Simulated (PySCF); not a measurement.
## Where the electron goes

Benzothiazole, C7H5NS.
Numbering: `[cH:1]1[cH:2][cH:3][c:4]2[s:5][cH:6][n:7][c:8]2[cH:9]1` (hydrogens: H10 on C1; H11 on C2; H12 on C3; H13 on C6; H14 on C9)

Method: TDDFT CAM-B3LYP/def2-SVPD, vertical, gas phase, core orbitals frozen in the response (PySCF). Geometry: GFN2-xTB; no solvent, vibrations or thermal averaging.

Kohn–Sham orbitals with the atoms that hold most of them (Löwdin shares over 4%, at most four atoms; ? is withheld):

```tsv
orbital	ε (eV)	atoms
LUMO+2	0.84	S5 63%, C4 6%, H12 6%, C6 6%
LUMO+1	0.57	C4 20%, C1 17%, C9 14%, C3 13%
LUMO	-0.12	?
HOMO	-8.14	S5 23%, C3 17%, C9 17%, C1 10%
HOMO-1	-8.36	?
HOMO-2	-9.46	N7 59%, S5 13%, C6 10%, C8 8%
HOMO-3	-10.26	S5 32%, C4 16%, N7 11%, C9 10%
```

(1) Which atoms hold the HOMO-1, and with what shares?

(2) Give the leading atoms of the LUMO.

(3) The HOMO–LUMO gap is 8.02 eV. Where does the response calculation put the lowest singlet, and from which orbitals?

## Answers

(1) C8 (bonded to 2 C and N) 17%; C2 (bonded to 2 C and H) 17%; C4 (bonded to 2 C and S) 15%; C1 (bonded to 2 C and H) 14%.

(2) C6 (bonded to N, S and H) 23%; N7 (bonded to 2 C) 13%; C2 (bonded to 2 C and H) 12%; S5 (bonded to 2 C) 10%. By element: carbon 36% or more, nitrogen 13%, sulfur 10%.

(3) S1 is at 4.99 eV (f = 0.023), 3.04 eV below the gap, made of HOMO→LUMO (51%), HOMO-1→LUMO (20%), HOMO-1→LUMO+1 (16%). 

Next come S2 at 5.38 eV (f 0.090), HOMO-1→LUMO (49%), HOMO→LUMO (27%), HOMO→LUMO+1 (15%); S3 at 5.38 eV (f 0.0026), HOMO-2→LUMO (88%); S4 at 5.77 eV (f 0.0004), HOMO→LUMO+2 (72%), HOMO-1→LUMO+2 (9%); S5 at 6.04 eV (f 0.151), HOMO-1→LUMO+1 (39%), HOMO→LUMO+1 (19%), HOMO-1→LUMO (14%).

Hardware: one thread of an Arm Neoverse V1, shared host. Cost: 48 s.
